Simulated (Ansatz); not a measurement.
Cost and result for the atomization energy of C2H9ClSi2 (`C[SiH2]C[SiH2]Cl`) (14 atoms, 13 bonds).

```csv
atom,x (Å),y (Å),z (Å)
C1,0.619,2.343,-0.355
Si2,-0.180,0.873,0.478
C3,0.184,-0.719,-0.451
Si4,-0.562,-2.241,0.300
Cl5,-0.084,-3.905,-0.824
H6,0.402,3.264,0.191
H7,0.249,2.459,-1.377
H8,1.704,2.222,-0.399
H9,-1.656,1.065,0.546
H10,0.321,0.743,1.875
H11,1.270,-0.856,-0.507
H12,-0.184,-0.622,-1.479
H13,-2.042,-2.152,0.335
H14,-0.041,-2.476,1.667
```

Charge 0, multiplicity 1. Geometry: relaxed with PBE0-D4/def2-TZVP. It is one conformer, not always the lowest. Program: Ansatz. All runs use 2 threads of an AMD EPYC 7R13 on a shared host and a share of an NVIDIA H100 80 GB. Times are those of one run each, without the atoms' runs, and a repeat can differ threefold. Electronic energies, without spin–orbit coupling; frozen cores. CCSD(T)/CBS adds CCSD(T) − MP2 in def2-TZVPP to the MP2 limit, and its time is that of the two runs behind it. T1 = 0.010. B3LYP takes the VWN-RPA correlation (the form of Gaussian; ORCA's B3LYP/G).

CCSD(T)/CBS is a level of theory with its own doubt, some kJ/mol a heavy atom from the limit and from the frozen cores, so smaller differences don't rank the functionals.

```json
{"level": "B2PLYP/def2-TZVPP", "functions": "314", "wall time": "3.2 s", "atomization (kcal/mol)": "1146.2", "difference from CCSD(T)/CBS": "-16.8", "per bond": "-1.3"}
{"level": "PBE-D4/def2-TZVPP (with forces)", "functions": "314", "wall time": "3.6 s", "atomization (kcal/mol)": "1162.8", "difference from CCSD(T)/CBS": "-0.2", "per bond": "0.0"}
{"level": "PBE0-D4/def2-TZVPP", "functions": "314", "wall time": "3.8 s", "atomization (kcal/mol)": "1158.6", "difference from CCSD(T)/CBS": "-4.4", "per bond": "-0.3"}
{"level": "r2SCAN-D4/def2-TZVPP (with forces)", "functions": "314", "wall time": "3.9 s", "atomization (kcal/mol)": "1163.9", "difference from CCSD(T)/CBS": "0.9", "per bond": "0.1"}
{"level": "ωB97X-V/def2-TZVPP", "functions": "314", "wall time": "4.1 s", "atomization (kcal/mol)": "1167.7", "difference from CCSD(T)/CBS": "4.7", "per bond": "0.4"}
{"level": "B3LYP-D4/def2-TZVPP (with forces)", "functions": "314", "wall time": "4.2 s", "atomization (kcal/mol)": "1158.9", "difference from CCSD(T)/CBS": "-4.1", "per bond": "-0.3"}
{"level": "MP2/def2-QZVPP", "functions": "594", "wall time": "4.3 s", "atomization (kcal/mol)": "1156.9", "difference from CCSD(T)/CBS": "-6.1", "per bond": "-0.5"}
{"level": "ωB97M-V/def2-TZVPP (with forces)", "functions": "314", "wall time": "5.5 s", "atomization (kcal/mol)": "1165.6", "difference from CCSD(T)/CBS": "2.6", "per bond": "0.2"}
{"level": "CCSD(T)/def2-TZVPP", "functions": "314", "wall time": "6 s", "atomization (kcal/mol)": "1135.4", "difference from CCSD(T)/CBS": "-27.6", "per bond": "-2.1"}
{"level": "CCSD(T)/CBS(def2)", "functions": "–", "wall time": "10 s", "atomization (kcal/mol)": "1163.0", "difference from CCSD(T)/CBS": "0.0", "per bond": "0.0"}
```

In def2-TZVPP, CCSD(T) changes the Hartree–Fock value by +241.5 kcal/mol (the triples alone add +11.8 kcal/mol) and MP2 by +246.6 kcal/mol; breaking electron pairs costs correlation energy, which Hartree–Fock lacks. The D4 term adds +12.6 kcal/mol with B3LYP and +6.7 kcal/mol with PBE0; it sums over pairs of atoms, weighted by their polarisabilities, and B3LYP, whose exchange is more repulsive, gets the larger term. From PBE to PBE0 (25 % exact exchange), in def2-TZVPP and without D4, the atomization energy moves by −3.1 kcal/mol: exact exchange takes away binding that semilocal exchange gives to molecules.
